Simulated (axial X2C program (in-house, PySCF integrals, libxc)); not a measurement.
# RuC⁻: from the spin-free to the two-component result

Computed with an axial X2C code built on PySCF integrals. Spin-free means the one-electron spin-free X2C Hamiltonian; two-component (2c) means X2C with spin–orbit coupling and atomic mean-field two-electron Coulomb and Gaunt terms, so the difference of the two also holds small scalar two-electron terms. Basis: Ru dyall-acv3z [13s13p9d5f3g], C dyall-av3z [8s7p3d2f] (cores contracted in-house); Gaussian nuclei, density fitting, unrestricted open shells. Masses: Ru 101.904 u, C 12.000 u.

Spin-free state: M_S = 1/2, Λ = 0 (beyond evenly filled blocks: σα); fragments Ru + C-.

```
level  Re (Å)  ωe (cm⁻¹)  De (eV)  μ (D)
 PBE0   1.593     1183.5    5.672  -0.23
B97-3   1.594     1177.2    5.821  -0.08
```

Dipoles are positive if C is the positive end and refer to the centre of mass.

Two-component determinant lowest at the distance of the search:

Ω = 5/2 (⟨Sz⟩ = 0.50, ⟨Lz⟩ = 2.00 at PBE0); fragments Ru + C-.

| level | Re (Å) | ωe (cm⁻¹) | μ (D) |
| --- | --- | --- | --- |
| PBE0 | 1.618 | 1120.1 | 0.69 |
| B97-3 | 1.618 | 1117.0 | 0.85 |

(1) From the two tables, how do the constants change at the PBE0 level (2c against spin-free)?

The state is one determinant whose occupation by symmetry is held fixed; it was picked as the lowest of a PBE0 search that is not exhaustive. Dissociation energies refer to the lowest single-determinant-based atoms at the same level and basis. De is not given where an atomic determinant may have missed its ground term or J level, or where the truncated virtual space spoils (T). Density functionals use the spin component along the axis (collinear). Other states lie close and PBE0, whose exact exchange favours high spin, may order them wrongly; the determinant shown need not be the ground state. The nearest other spin-free determinant of the search, M_S = 1/2, Λ = 2, lies 0.04 eV up at the distance of the search. The functionals have no current-density term, which raises determinants with orbital currents, atoms included. Some points did not converge and are left out. The highest occupied level of some functionals is positive through self-interaction error; at Hartree–Fock it is bound. The determinant is spin-polarised beyond a pure state at some levels (its spin-free form has ⟨S²⟩ too high), which makes Re and μ there less reliable.

## Answers

(1) At the PBE0 level Re goes up by 0.025 Å and ωe decreases by 63.4 cm⁻¹. The two determinants differ in configuration, so these shifts compare two states and are not the spin–orbit effect on one state.
